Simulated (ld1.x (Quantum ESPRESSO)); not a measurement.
u(r) = r·R(r): atom against pseudo-atom (Gd (Z = 64))

Columns: radius, all-electron u(r) and pseudo u(r) of the 6p shell (level -3.44 eV) of gadolinium in the configuration [Kr] 4d10 4f7 5s2 5p6 5d1 6s1.5 6p0; PBE, scalar-relativistic, PAW scheme, ld1.x (Quantum ESPRESSO) 7.5.

| r (bohr) | all-electron | pseudo |
| --- | --- | --- |
| 0.202 | -0.0773 | -0.0538 |
| 0.405 | 0.1169 | -0.2006 |
| 0.607 | 0.0615 | -0.3969 |
| 0.810 | -0.0927 | -0.5885 |
| 1.012 | -0.1931 | -0.7206 |
| 1.215 | -0.2183 | -0.7593 |
| 1.418 | -0.1861 | -0.6951 |
| 1.620 | -0.1203 | -0.5468 |
| 1.822 | -0.0386 | -0.3500 |
| 2.025 | 0.0474 | -0.1447 |
| 2.228 | 0.1304 | 0.0349 |
| 2.430 | 0.2061 | 0.1711 |
| 2.632 | 0.2731 | 0.2657 |
| 2.835 | 0.3312 | 0.3307 |
| 3.037 | 0.3796 | 0.3796 |
| 3.240 | 0.4193 | 0.4193 |
| 3.442 | 0.4503 | 0.4503 |
| 3.645 | 0.4735 | 0.4735 |
| 3.847 | 0.4893 | 0.4893 |
| 4.050 | 0.4986 | 0.4986 |
| 4.252 | 0.5021 | 0.5021 |
| 4.455 | 0.5006 | 0.5006 |
| 4.658 | 0.4949 | 0.4949 |
| 4.860 | 0.4858 | 0.4858 |
| 5.062 | 0.4740 | 0.4740 |
| 5.265 | 0.4600 | 0.4600 |

(1) How many radial nodes do the two functions have?

(2) At about which radius was the pseudo-wave matched?

(3) Is the pseudo-wave norm-conserving?

## Answers

(1) The all-electron 6p function has n − l − 1 = 4 (the table is too coarse to show those close to the nucleus); the pseudo-wave has 1, since 1 lower shell of the same l stays in the valence.

(2) 3.05 bohr, where the columns begin to agree (steps of 0.20 bohr).

(3) No, it belongs to a PAW set: the norm inside the radius is not constrained, and the difference is carried by the augmentation charge.
